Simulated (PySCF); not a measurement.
Ni(CO)4, SMILES [Ni](<-[C-]#[O+])(<-[C-]#[O+])(<-[C-]#[O+])<-[C-]#[O+], CAM-B3LYP/def2-SVP optimised geometry.

```
9

Ni    -0.99    -1.39     0.00
O     -1.97    -2.78    -2.42
C     -1.59    -2.25    -1.49
O      1.97    -1.39     0.00
C      0.84    -1.39     0.00
O     -1.97    -2.78     2.42
C     -1.59    -2.25     1.49
O     -1.97     1.39     0.00
C     -1.59     0.32     0.00
```

Density from CAM-B3LYP/def2-TZVP (PySCF 2.14.0) at that geometry.

Minimum of the electron density along straight lines between bonded atoms, close to the bond critical point (lines longer than 1.1 times the sum of covalent radii, or with two minima, are not listed):

```tsv
bond	length / Å	ρ at the minimum / e bohr⁻³	∇²ρ there / e bohr⁻⁵	position (fraction from the first atom)
Ni1–C3	1.821	0.135	0.48	0.50
O2–C3	1.135	0.501	0.57	0.66
Ni1–C5	1.821	0.135	0.48	0.50
O4–C5	1.135	0.501	0.57	0.66
Ni1–C7	1.821	0.135	0.49	0.50
O6–C7	1.135	0.501	0.57	0.66
Ni1–C9	1.821	0.135	0.48	0.50
O8–C9	1.135	0.501	0.57	0.66
```
